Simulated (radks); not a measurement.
Results of a calculation; reference values are marked as such.
Fractional charge and spin in the 1s shell of boron: the spin-up occupation runs from 0 to 1 and the spin-down occupation from 0 to 1; the fullest corner is B3+, 1s(up 1, down 1). Level of theory: scalar-relativistic Kohn-Sham, r2SCAN, spin-polarised, spherical densities, finite nucleus; meta-GGA in the generalised Kohn-Sham scheme; Fermi nuclear charge, rms radius of each element as measured or else 0.836 A^(1/3) + 0.57 fm (a radial shooting solver on a logarithmic mesh with Libxc functionals). Energy (eV) above the fullest corner. The planes named below are the two flat planes that join the four corners, with an edge along up + down = one added electron.

| down \ up | 0 | 0.5 | 1 |
|---|---|---|---|
| 0 | 599.745 | 423.381 | 259.483 |
| 0.5 | 423.381 | 267.790 | 124.119 |
| 1 | 259.483 | 124.119 | 0.000 |

Corners above the fullest one (they belong to B4+ and the next ion): (up 1, down 0) 259.48 eV, (up 0, down 1) 259.48 eV, (up 0, down 0) 599.75 eV. With half an added electron in each spin the energy lies 8.306 eV from the planes (fractional-spin error, the static-correlation error of a stretched bond), and with half an added electron in spin up alone -6.233 eV (fractional-charge error). For a frontier s shell over closed shells the exact functional lies on the planes.
